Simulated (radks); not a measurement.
The nuclear charge of the indium ion In2+ is varied continuously with 47 electrons held in [Kr] 4d10 5s1. Method: Dirac Kohn-Sham, BLYP, spin-unpolarised, spherical densities, finite nucleus; Fermi nuclear charge, rms radius 4.6156 fm; computed with a radial shooting solver on a logarithmic mesh with Libxc functionals. By the Hellmann-Feynman theorem dE/dZ = E(electron-nucleus)/Z, the electronic potential at the nucleus (averaged over a nucleus of fixed radius).

| Z | E (hartree) | E(electron-nucleus)/Z (hartree) | HOMO | e(HOMO) (eV) | <r> HOMO (bohr) |
|---|---|---|---|---|---|
| 48.6 | -5767.15452 | -287.431 | 5s1/2 | -19.343 | 2.455 |
| 48.8 | -5824.80392 | -289.063 | 5s1/2 | -21.545 | 2.398 |
| 49 | -5882.77995 | -290.697 | 5s1/2 | -23.815 | 2.345 |
| 49.2 | -5941.08276 | -292.331 | 5s1/2 | -26.151 | 2.296 |
| 49.4 | -5999.71247 | -293.966 | 5s1/2 | -28.553 | 2.250 |
| 49.6 | -6058.66927 | -295.602 | 5s1/2 | -31.017 | 2.206 |
| 49.8 | -6117.95332 | -297.239 | 5s1/2 | -33.545 | 2.165 |
| 50 | -6177.56484 | -298.877 | 5s1/2 | -36.134 | 2.125 |

The central difference of E at Z = 49 is -290.697 hartree, to compare with the third column; the second derivative is -8.17 hartree.
